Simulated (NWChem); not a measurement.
System meant: CH4F2NV; SMILES [F][V](=[NH])([CH3])[F]

The following NWChem deck was run.

```
start job
memory heap 200 mb stack 900 mb global 1100 mb
geometry units angstroms noautoz
  V      0.097860    -0.030719     0.000000
  N      0.351967    -1.617270     0.000000
  H      0.640959    -2.591949     0.000000
  F      0.662594     0.704540    -1.455218
  F      0.662594     0.704540     1.455218
  C     -1.909332     0.089453     0.000000
  H     -2.312116    -0.395965    -0.894253
  H     -2.312116    -0.395965     0.894253
  H     -2.156319     1.159609     0.000000
end
basis spherical
  * library def2-svp
end
dft
  odft
  mult 2
  xc xpbe96 cpbe96
  iterations 150
  mulliken
end
task dft energy
```

End of the output:

```
 Summary of "ao basis" -> "ao basis" (spherical)
 ------------------------------------------------------------------------------
       Tag                 Description            Shells   Functions and Types
 ---------------- ------------------------------  ------  ---------------------
 V                          def2-svp                11       31   5s3p2d1f
 N                          def2-svp                 6       14   3s2p1d
 H                          def2-svp                 3        5   2s1p
 F                          def2-svp                 6       14   3s2p1d
 C                          def2-svp                 6       14   3s2p1d

 Summary of "ao basis" -> "ao basis" (spherical)
 ------------------------------------------------------------------------------
       Tag                 Description            Shells   Functions and Types
 ---------------- ------------------------------  ------  ---------------------
 V                          def2-svp                11       31   5s3p2d1f
 N                          def2-svp                 6       14   3s2p1d
 H                          def2-svp                 3        5   2s1p
 F                          def2-svp                 6       14   3s2p1d
 C                          def2-svp                 6       14   3s2p1d

      Symmetry analysis of basis
      --------------------------

        a'         68
        a"         39

  number of electrons :                   58
  multiplicity        :                    2
 ------------------------------------------------------------------------
  no. of electrons and multiplicity not compatible                  58
 ------------------------------------------------------------------------
 ------------------------------------------------------------------------
  current input line :
    24: task dft energy
 ------------------------------------------------------------------------
 ------------------------------------------------------------------------
 There is an error in the input file
 ------------------------------------------------------------------------
 For more information see the NWChem manual at https://nwchemgit.github.io

0: no. of electrons and multiplicity not compatible:Received an Error in Communication
```

Q: What is wrong, and how is it mended?

A: The program refused the input. Cause: the multiplicity doesn't fit the number of electrons (an even count wants an odd multiplicity, and the reverse). This input runs:
```
start job
memory heap 200 mb stack 900 mb global 1100 mb
geometry units angstroms noautoz
  V      0.097860    -0.030719     0.000000
  N      0.351967    -1.617270     0.000000
  H      0.640959    -2.591949     0.000000
  F      0.662594     0.704540    -1.455218
  F      0.662594     0.704540     1.455218
  C     -1.909332     0.089453     0.000000
  H     -2.312116    -0.395965    -0.894253
  H     -2.312116    -0.395965     0.894253
  H     -2.156319     1.159609     0.000000
end
basis spherical
  V library def2-svp
  N library def2-svp
  H library def2-svp
  F library def2-svp
  C library def2-svp
end
dft
  xc xpbe96 cpbe96
  iterations 150
  mulliken
end
task dft energy
```
It converges to -1238.21573 Ha (PBE/def2-SVP).
